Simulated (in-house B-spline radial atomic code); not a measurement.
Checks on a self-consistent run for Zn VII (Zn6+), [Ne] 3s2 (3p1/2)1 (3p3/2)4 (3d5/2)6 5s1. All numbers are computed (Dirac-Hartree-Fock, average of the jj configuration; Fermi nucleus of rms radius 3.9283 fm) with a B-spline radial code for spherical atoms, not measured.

```tsv
orbital	q	ε (Eh)	<1/r>	<r²>	small-component weight
1s1/2	2	-363.47403	30.2324	0.00340162	0.011737
2s1/2	2	-51.04073	6.65967	0.0595937	0.0022647
2p1/2	2	-45.29725	6.58415	0.0468417	0.0022294
2p3/2	4	-44.61149	6.42482	0.048499	0.0021875
3s1/2	2	-10.82445	2.1878	0.48267	0.00054294
3p1/2	1	-8.81954	2.07396	0.506987	0.00049939
3p3/2	4	-8.96667	2.0542	0.514596	0.00049852
3d5/2	6	-5.91278	1.83444	0.547304	0.00041006
5s1/2	1	-1.75005	0.44801	10.2806	5.9452e-05
```

Electron-electron repulsion V_ee = 575.2617 hartree.

What total energy follows from the eigenvalues?

The eigenvalues count the repulsion twice, so E = Σqε - V_ee = -1201.632 - 575.262 = -1776.894 hartree; the run printed -1776.894.

Does the Dirac virial theorem hold?

For a point nucleus E = -2c²Σq·w, with w the small-component weight. Here Σq·w = 0.047311 and c = 137.0360, so the ratio E/(-2c²Σq·w) is 1.000010; the finite nucleus accounts for the departure from 1.

What diamagnetic shielding (Lamb formula) and susceptibility (Langevin formula) do the radii give?

σ = (α²/3)Σq<1/r> = 138.773/(3·137.036²) = 2463.3 ppm, and χ = -0.79199×10⁻⁶·Σq<r²> = -13.87×10⁻⁶ cm³/mol with Σq<r²> = 17.509 bohr². Both are non-relativistic formulas without the paramagnetism of open shells.
